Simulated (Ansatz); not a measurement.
Ansatz (an electronic-structure program) input (B3LYP/cc-pVDZ):

Ansatz 0.2 input:
```yaml
crystal:
  periodic: [false, false, false]
  atoms:
    - {symbol: N, position_ang: [0.46818000, 1.31245600, -0.84217300]}
    - {symbol: Si, position_ang: [-0.07088400, 0.18859800, 0.36024300]}
    - {symbol: N, position_ang: [1.14674600, -1.03270900, 0.51910800]}
    - {symbol: N, position_ang: [-1.50377900, -0.57547100, -0.24180200]}
    - {symbol: H, position_ang: [0.99332500, 2.13272600, -0.58248400]}
    - {symbol: H, position_ang: [-0.14081600, 1.49603300, -1.62622600]}
    - {symbol: H, position_ang: [1.26970800, -1.52798200, 1.38838700]}
    - {symbol: H, position_ang: [2.02797900, -0.88742200, 0.04832800]}
    - {symbol: H, position_ang: [-2.41528800, -0.19964600, -0.03211800]}
    - {symbol: H, position_ang: [-1.52056500, -1.58400900, -0.28522200]}
basis:
  gaussian:
    orbitals: cc-pVDZ
hamiltonian:
  xc: {name: B3LYP}
magnetization: {spin_polarized: true, initial_magnetization: 1}
output: {forces: true}
```

Output:

```
Functional definition: B3LYP
integrals: 0.04 GiB planned
851 factors; integrals over basis functions are off by at most 1.3e-3 eV
mean field: 0.47 GiB planned
mean field evaluation 1: about -12430.5854 eV, gradient 6.4e1 eV
mean field evaluation 2: about -12408.9842 eV, gradient 9.0e1 eV
mean field evaluation 4: about -12446.4267 eV, gradient 2.1e0 eV
mean field evaluation 8: about -12446.6369 eV, gradient 7.7e-2 eV
mean field evaluation 16: about -12446.6369 eV, gradient 5.3e-5 eV
mean field -12446.63691235 eV, -457.4054698954 hartree, gradient 1.9e-5 eV, S^2 0.752290; 0 other end points of the search recorded, 0 dependent functions left out
the calculation of the forces begins
reference -12446.63716325 eV, -457.4054791158 hartree; 21, 20 occupied and 69, 70 virtual orbitals, 851 factors
Total energy: -12446.63716325 eV, -457.4054791158 hartree
Atom 0 at     0.468180     1.312456    -0.842173 Å, force     0.344147    -0.037620    -0.362381 eV/Å
Atom 1 at    -0.070884     0.188598     0.360243 Å, force    -0.167651     0.446036     0.852097 eV/Å
Atom 2 at     1.146746    -1.032709     0.519108 Å, force     0.043993    -0.456456    -0.201997 eV/Å
Atom 3 at    -1.503779    -0.575471    -0.241802 Å, force    -0.186018    -0.043958    -0.463262 eV/Å
Atom 4 at     0.993325     2.132726    -0.582484 Å, force     0.129142     0.320744     0.099422 eV/Å
Atom 5 at    -0.140816     1.496033    -1.626226 Å, force    -0.234070     0.107998    -0.267645 eV/Å
Atom 6 at     1.269708    -1.527982     1.388387 Å, force     0.084104    -0.128015     0.325458 eV/Å
Atom 7 at     2.027979    -0.887422     0.048328 Å, force     0.341735     0.064013    -0.131370 eV/Å
Atom 8 at    -2.415288    -0.199646    -0.032118 Å, force    -0.322014     0.096708     0.127923 eV/Å
Atom 9 at    -1.520565    -1.584009    -0.285222 Å, force    -0.033368    -0.369449     0.021754 eV/Å
Dipole moment:    -0.003755     0.009989     0.019085 e Å
```

The geometry given is a B3LYP-D3(BJ)/def2-TZVP minimum.
